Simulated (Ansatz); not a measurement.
Mulliken charges of AsBr$_{3}$ (`Br[As](Br)Br`) from PBE/def2-TZVPP in Ansatz (PBE0-D4/def2-TZVP geometry).

```json
{"atom": "Br1", "x (Å)": "0.779", "y (Å)": "0.506", "z (Å)": "1.866", "charge (e)": "-0.182"}
{"atom": "As2", "x (Å)": "-0.764", "y (Å)": "-0.142", "z (Å)": "0.240", "charge (e)": "0.547"}
{"atom": "Br3", "x (Å)": "0.405", "y (Å)": "-1.899", "z (Å)": "-0.759", "charge (e)": "-0.182"}
{"atom": "Br4", "x (Å)": "-0.419", "y (Å)": "1.535", "z (Å)": "-1.347", "charge (e)": "-0.182"}
```

**Question.** By hand: the dipole of these point charges (1 e Å = 4.8032 D).

**Answer.** Σ q r = (-0.557, -0.104, 0.175) e Å, of length 0.593 e Å = 2.85 D.

**Question.** How does the dipole of the full density compare? (An estimate is asked.)

**Answer.** Ansatz gave: (-0.206, -0.038, 0.064) e Å, 1.05 D; the point charges give 2.71 times that, at 0° from its direction.

Point charges leave out the atoms' own dipoles, such as those of lone pairs, and Mulliken's split depends on the basis, so the two needn't agree.
